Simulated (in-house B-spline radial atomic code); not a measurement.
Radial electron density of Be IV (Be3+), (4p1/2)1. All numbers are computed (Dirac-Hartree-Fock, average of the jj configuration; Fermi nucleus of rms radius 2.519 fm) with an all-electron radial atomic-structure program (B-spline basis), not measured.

Columns: r (bohr), 4πr²n(r) (electrons per bohr), bar.

```
   0.243 0.008485 #
    0.29  0.01399 ##
   0.346  0.02203 ####
   0.413  0.03282 ######
   0.493  0.04541 ########
   0.588  0.05696 ##########
   0.702  0.06255 ###########
   0.838  0.05625 ##########
       1  0.03603 ######
    1.19  0.01071 ##
    1.42 0.0004588 
     1.7  0.02775 #####
    2.03  0.08283 ##############
    2.42   0.1118 ###################
    2.88  0.07057 ############
    3.44 0.005109 #
    4.11  0.03703 ######
     4.9   0.1736 ##############################
    5.84   0.2576 ############################################
    6.97   0.1949 #################################
    8.32  0.08062 ##############
    9.93  0.01786 ###
    11.8 0.002112 
    14.1 0.0001057 
    16.9 1.922e-06 
    20.1 1.485e-08
```

On this grid the curve has 3 maxima, near 0.702, 2.42, 5.84 bohr.

The 4p1/2 radial function P(r) = rR(r), positive near the nucleus, with its small component Q(r) (sign convention: Q ≈ (P' + κP/r)/2c):

```json
{"r (bohr)": "0.0144", "P": "0.000527", "Q": "0.0003923"}
{"r (bohr)": "0.0205", "P": "0.001051", "Q": "0.0005493"}
{"r (bohr)": "0.0292", "P": "0.002091", "Q": "0.0007641"}
{"r (bohr)": "0.0416", "P": "0.004131", "Q": "0.001052"}
{"r (bohr)": "0.0593", "P": "0.008088", "Q": "0.001429"}
{"r (bohr)": "0.0844", "P": "0.01555", "Q": "0.001896"}
{"r (bohr)": "0.12", "P": "0.02918", "Q": "0.002437"}
{"r (bohr)": "0.171", "P": "0.05322", "Q": "0.002992"}
{"r (bohr)": "0.243", "P": "0.09205", "Q": "0.003413"}
{"r (bohr)": "0.346", "P": "0.1484", "Q": "0.003462"}
{"r (bohr)": "0.493", "P": "0.2131", "Q": "0.002828"}
{"r (bohr)": "0.702", "P": "0.2501", "Q": "0.00133"}
{"r (bohr)": "1", "P": "0.1898", "Q": "-0.0006955"}
{"r (bohr)": "1.42", "P": "-0.02132", "Q": "-0.00207"}
{"r (bohr)": "2.03", "P": "-0.2878", "Q": "-0.001459"}
{"r (bohr)": "2.88", "P": "-0.2656", "Q": "0.0006279"}
{"r (bohr)": "4.11", "P": "0.1924", "Q": "0.001492"}
{"r (bohr)": "5.84", "P": "0.5075", "Q": "0.0003476"}
{"r (bohr)": "8.32", "P": "0.2839", "Q": "-0.000293"}
{"r (bohr)": "11.8", "P": "0.04596", "Q": "-8.852e-05"}
{"r (bohr)": "16.9", "P": "0.001386", "Q": "-3.476e-06"}
```
